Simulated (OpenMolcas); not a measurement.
Kr3+: effect of the basis set

```json
{
  "Program": "OpenMolcas",
  "Method": "CASSCF",
  "Active space": "5 electrons in 8 orbitals (4s 4p 5s 5p)",
  "State averaging": "2S+1 = 4 odd, 1 root; 2S+1 = 2 odd, 8 roots; 2S+1 = 4 even, 3 roots; 2S+1 = 2 even, 9 roots",
  "Spin-orbit coupling": "state interaction with AMFI integrals over the reference wave functions, term energies averaged over their components"
}
```

A. ANO-RCC-VTZP [6s5p3d1f], DKH2, point nucleus; cost of the order of 19 core-seconds
B. ANO-RCC-VQZP [7s6p4d2f1g], DKH2, point nucleus; cost roughly 22 core-seconds
C. ANO-R2 [6s5p4d3f1g], X2C, finite nucleus; cost about 25 core-seconds
D. ANO-RCC [9s8p6d4f2g], DKH2, point nucleus; cost of the order of 30 core-seconds

Energies in cm⁻¹ above 4s² 4p³ ⁴S°_3/2, the measured ground level; measured values from Saloman, J. Phys. Chem. Ref. Data 36, 215 (2007).

```
          Level       A       B       C       D  Measured
4s² 4p³ ⁴S°_3/2     0.0     0.0     0.0     0.0       0.0
4s² 4p³ ²D°_3/2   21257   21252   21303   21259     17038
4s² 4p³ ²D°_5/2   23019   23028   23061   23036     18700
4s² 4p³ ²P°_1/2   32441   32442   32562   32454     31056
4s² 4p³ ²P°_3/2   34613   34628   34721   34644     33406
  4s 4p⁴ ⁴P_5/2  123938  123932  124092  123938    118762
  4s 4p⁴ ⁴P_3/2  127208  127206  127353  127214    122426
  4s 4p⁴ ⁴P_1/2  128804  128802  128943  128810    124110
  4s 4p⁴ ²D_3/2  168718  168711  168714  168722    145773
  4s 4p⁴ ²D_5/2  169422  169411  169439  169425    146645
```

Deviations, from unrounded energies. A percentage is the sum of absolute deviations over the sum of measured energies, with the sign that they share, or ± where signs differ.

```tsv
Against measurement	Levels	A	B	C	D
mean absolute deviation (cm-1)	9	7900	7900	8000	8000
other terms of the ground configuration (%)	4	+11.1	+11.1	+11.4	+11.2
other configurations (%)	5	+9.2	+9.2	+9.2	+9.2
```

A, B, C, D lie about equally close to measurement. The largest miss of B in the table is 4s 4p⁴ ²D_3/2, by +23000 cm-1. The ranking rests on the paired levels alone, and a cruder setting can come out closer through cancelling errors.

Among A to D the level of the table that moves most is 4s 4p⁴ ⁴P_5/2, by 160 cm-1 (lowest in B, highest in C).

Active for correlation alone: 5p 5s; no level in the range computed is led by a configuration that fills them, so any true level of that kind is missing. Terms of s pⁿ other than that of highest spin mix with s² pⁿ⁻² d, which this space lacks; all of them can be thousands of cm-1 off, and some have no real level of that name. Computed and measured levels are paired by configuration, term and J; levels that our copy of the source lacks, or whose pairing is in doubt (as where it misses far off the trend of its configuration), stay unpaired and out of the deviations. Levels of configurations outside the active space are missing. The table leaves out levels that lie high or whose names do not pair safely across all columns.

° marks odd parity.
